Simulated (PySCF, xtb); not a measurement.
Cd(NH2)(SiH3) (CdH5NSi), SMILES [NH2][Cd][SiH3].

GFN2-xTB in xtb at its own geometry gives an orbital gap of 2.87 eV and a dipole moment of 3.11 D.

The structure is a stationary point at B3LYP-D3(BJ)/def2-SVP. The def2 effective core potentials stand for the cores of Cd; spin–orbit coupling is left out. The values are those of a single conformer.

Q: What does PySCF with B3LYP/def2-TZVPD give? (The exact figures need the calculation; the answer reports its results.)

A: gap 5.19 eV (levels -6.33 and -1.13 eV), dipole 0.88 D.
